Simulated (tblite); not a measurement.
Task: What does the GFN2-xTB structure of `C=N[SiH2][Si@H](NC)OC` look like in three dimensions?

Result: 
```xyz
20
C3H12N2OSi2 angstrom
C      3.2830   -0.6351   -0.9571
N      2.3737   -0.2951   -0.1730
Si     0.9526   -1.0278    0.4560
Si    -0.7940    0.1234   -0.4981
N     -0.8821    1.6850    0.1938
C      0.2140    2.6159    0.1267
O     -2.2396   -0.4541   -0.0129
C     -2.7299   -1.7302   -0.2511
H      3.3737   -1.6251   -1.4137
H      4.0579    0.0802   -1.2246
H      1.1725   -0.8199    1.8921
H      0.8520   -2.4974    0.2783
H     -0.7823    0.1010   -1.9858
H     -1.7803    2.1445    0.2159
H      1.1447    2.0593    0.2127
H      0.2364    3.1737   -0.8171
H      0.1532    3.3320    0.9483
H     -3.6706   -1.8413    0.2900
H     -2.9132   -1.8842   -1.3184
H     -2.0269   -2.4941    0.0928
```

Any rigid rotation of these coordinates is as good. Atoms count from 1 in this order. O7 (silyl ether oxygen) is bent (angle 126.0°). N5 (silicon-bound nitrogen) has angles 122.2°, 118.1° and 112.6°, sum 352.8°, 0.21 Å off the plane of its three neighbours. N2 (C=N nitrogen) is bent (angle 135.8°). Of the pairs four or more bonds apart, Si3···H15 is among the closest relative to their van der Waals radii: 3.10 Å, 94 % of the sum of Bondi's values.

Bonds between heavy atoms (Å): C1=N2 1.248, N2–Si3 1.718, Si3–Si4 2.299, Si4–N5 1.710, N5–C6 1.440, Si4–O7 1.631, O7–C8 1.388.

Structure optimised with GFN2-xTB, isolated species.

Point group: C1 (no symmetry element, even within 0.4 Å). Its GFN2-xTB frequencies are all real (lowest 24 cm⁻¹). One conformer, not necessarily the lowest (C1–N2–Si3–Si4 -111°, N2–Si3–Si4–N5 -72°, Si3–Si4–N5–C6 59°, Si3–Si4–O7–C8 -63°).

The run took 8.0 s of wall time on an Intel Xeon at 2.50 GHz with one thread, shared host. That covers the optimisation of the geometry.

All values are computed, not measured.
